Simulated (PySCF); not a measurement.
From one molecule to another.

First species: C2H9FSSi2.
SMILES: `C[Si@@H](F)SC[SiH3]`

Second species: C2H9FSSi2.
Z-matrix (Å and degrees, GFN2-xTB geometry), rows numbered from 1:
```
C 
S   1  1.8199
Si  2  2.1423  1   99.41
F   3  1.6181  2  107.38  1   -49.18
C   3  1.8777  2  109.43  1  -167.71
Si  5  1.9016  3  113.78  2  -179.27
H   1  1.0852  2  109.63  3   -62.09
H   1  1.0848  2  109.53  3    59.49
H   1  1.0844  2  106.77  3   178.74
H   3  1.4528  2  109.89  1    61.31
H   5  1.0907  3  109.11  2    58.45
H   5  1.0887  3  109.05  2   -57.06
H   6  1.4607  5  110.03  3   -59.86
H   6  1.4647  5  108.64  3   179.79
H   6  1.4647  5  108.64  3    60.33
```

Levels: wB97X-D/def2-SVPD for dipole moment, HOMO energy, LUMO energy, HOMO–LUMO gap, static isotropic polarisability and electronic spatial extent ⟨r²⟩ about the centre of nuclear charge; TDDFT wB97X-D/def2-SVPD for lowest singlet excitation; TDA wB97X-D/def2-SVPD for lowest triplet excitation (Tamm–Dancoff); GFN2-xTB for rotational constant A and rotational constant C. Geometries: GFN2-xTB. All species are isolated and taken at one optimised geometry, non-relativistic unless stated; the electronic structure was computed with PySCF and density fitting.

The conformers computed, where there is a choice (atom-mapped SMILES and torsion angles):
- `[CH3:1][Si@@H:2]([F:3])[S:4][CH2:5][SiH3:6]`: C1–Si2–S4–C5 -153°, Si2–S4–C5–Si6 -81°
- `[CH3:1][S:2][Si@H:3]([F:4])[CH2:5][SiH3:6]`: C1–S2–Si3–F4 -49°, S2–Si3–C5–Si6 -179°

Values for the first species:

* Dipole moment: 0.56 D
* HOMO energy: -8.70 eV
* LUMO energy: 1.41 eV
* HOMO–LUMO gap: 10.11 eV
* Lowest singlet excitation: 5.37 eV
* Lowest triplet excitation (Tamm–Dancoff): 4.98 eV
* Static isotropic polarisability: 97.2 au
* Electronic spatial extent ⟨r²⟩ about the centre of nuclear charge: 1395 bohr²
* Rotational constant A: 3.296 GHz
* Rotational constant C: 0.873 GHz

(1) Estimate the same properties for the second species, and the change in each.

Results:

(1) 
```csv
property,first,second,second less first
dipole moment,0.56 D,0.80 D,+0.24 D
HOMO energy,-8.70 eV,-8.91 eV,-0.21 eV
LUMO energy,1.41 eV,1.64 eV,+0.23 eV
HOMO–LUMO gap,10.11 eV,10.55 eV,+0.44 eV
lowest singlet excitation,5.37 eV,5.81 eV,+0.44 eV
lowest triplet excitation (Tamm–Dancoff),4.98 eV,5.45 eV,+0.47 eV
static isotropic polarisability,97.2 au,98.1 au,+0.9 au
electronic spatial extent ⟨r²⟩ about the centre of nuclear charge,1395 bohr²,1552 bohr²,+157 bohr²
rotational constant A,3.296 GHz,4.527 GHz,+1.231 GHz
rotational constant C,0.873 GHz,0.737 GHz,-0.136 GHz
```

On the first: No computed singlet falls in the visible range (750 to 380 nm, 1.65 to 3.26 eV); S1 lies 2.11 eV above its blue end. The polarisability is 14.40 Å³ as a volume (1 au = 0.148185 Å³), or 1.31 au for each of the 74 electrons.

On the second: No computed singlet falls in the visible range (750 to 380 nm, 1.65 to 3.26 eV); S1 lies 2.55 eV above its blue end. In atomic units the dipole is 0.31 e·bohr (1 au = 2.5417 D).
